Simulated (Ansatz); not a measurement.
Total energies of Cd₁₀H₂₈S₁₀ from Ansatz at PBE-D4/def2-TZVP, gas phase (1 Eh = 27.2114 eV = 2625.5 kJ/mol). The reference geometry is relaxed at r2SCAN-D4/def2-SVP.

Cartesian coordinates in Å:
```
Cd 2.2408 3.3351 3.4571
Cd 3.9509 -3.0860 2.8305
Cd -1.9689 -3.5373 0.6679
Cd -1.5400 4.2808 0.3650
Cd -4.7640 -2.0569 0.4168
Cd -0.1460 0.2198 0.7953
Cd 3.2884 0.6130 -1.6085
Cd 1.1328 -1.9958 -2.4270
Cd -1.7591 0.7869 -3.0350
Cd -2.8731 -2.0606 -3.7985
S 1.9109 -0.7299 2.1712
S -0.1561 2.6400 1.8216
S 3.4538 2.8580 0.6518
S -2.2864 -0.8930 1.5663
S 2.3305 -3.3136 0.0333
S -1.1718 -3.0762 -1.9098
S -3.7630 2.5617 0.0463
S 0.0915 3.9157 -1.8024
S -3.7456 -0.6965 -1.6183
S 0.4698 0.3333 -1.5858
H 2.1290 5.0065 3.5299
H 2.5659 1.6709 3.7191
H 5.1658 -2.1656 2.1133
H 2.8978 -4.0963 3.6604
H -3.7664 -3.6029 0.2510
H -0.7682 -4.3915 1.5021
H -2.1874 5.8238 0.5914
H -6.1916 -1.5194 1.1279
H 3.4594 -0.3526 -0.1636
H 3.6734 1.4886 -2.9893
H 2.3655 -2.4794 -3.4770
H -2.1684 2.4329 -2.9097
H -3.7696 -3.1204 -4.7516
H -1.6638 -0.6366 -4.1792
H 2.2338 0.4562 2.8468
H 2.7401 -0.4760 1.0292
H -1.0431 2.4487 2.8256
H 4.5566 2.1895 1.0588
H 4.1650 3.9398 0.2592
H -1.9748 -1.1393 2.8611
H 1.5346 -4.3944 0.2173
H 3.2179 -3.9732 -0.7468
H -1.0007 -4.3561 -2.3136
H -3.3484 1.3652 0.5455
H -4.2843 2.9541 1.2337
H 1.2278 4.2492 -1.1417
H 0.3592 2.5580 -1.7229
H -4.8203 0.0219 -2.0145
```

| state | geometry | energy (Eh) |
| --- | --- | --- |
| charge 0 singlet | reference | -5675.00352 |
| charge 1 doublet | reference | -5674.72624 |
| charge -1 doublet | reference | -5675.04169 |
| free Cd atom (singlet) | – | -167.78889 |
| free S atom (triplet) | – | -397.93833 |
| free H atom (doublet) | – | -0.49962 |

In the def2 sets Cd takes a core potential; there is no spin–orbit coupling. Single mean-field runs in def2-TZVP are fitted with def2-universal-jkfit.

(1) Work out the vertical ionisation energy to the doublet.

(2) Work out the vertical electron affinity, to the doublet.

(3) Give the fundamental gap IE − EA, the Mulliken electronegativity (IE + EA)/2 and the hardness (IE − EA)/2.

(4) What is the binding energy per atom against free atoms?

(1) E(charge 1 doublet) − E(charge 0 singlet) = -5674.72624 − (-5675.00352) = 0.27728 Eh = 7.55 eV. For comparison, −ε of the highest occupied level is 6.04 eV at this level, 1.51 eV less.

(2) E(charge 0 singlet) − E(charge -1 doublet) = -5675.00352 − (-5675.04169) = 0.03817 Eh = 1.04 eV. The basis lacks diffuse functions, which makes affinities too small.

(3) From the values in Eh: IE − EA = 0.27728 − 0.03817 = 0.23911 Eh = 6.51 eV; (IE + EA)/2 = 4.29 eV; (IE − EA)/2 = 3.25 eV. The HOMO–LUMO gap of the same run is 3.66 eV, 2.85 eV smaller than the fundamental gap.

(4) Atoms: 10 × (-167.78889) + 10 × (-397.93833) + 28 × (-0.49962) = -5671.26156 Eh. Binding: -5671.26156 − (-5675.00352) = 3.74196 Eh = 101.82 eV, or 2.12 eV for each of 48 atoms (no zero-point energy, no counterpoise term).

At PBE-D4/def2-TZVP the gap within one spin of the charge 1 doublet nearly closes, so an electron or hole may be smeared out by delocalisation error. At PBE-D4/def2-TZVP the gap within one spin of the charge -1 doublet nearly closes, so an electron or hole may be smeared out by delocalisation error. At PBE-D4/def2-TZVP the highest occupied level of the charge -1 doublet lies above zero (up to 0.37 eV). By energy differences its removal costs 1.04 eV (vertical, to the charge 0 singlet, at PBE-D4/def2-TZVP); self-interaction error and the lack of diffuse functions both raise the level.
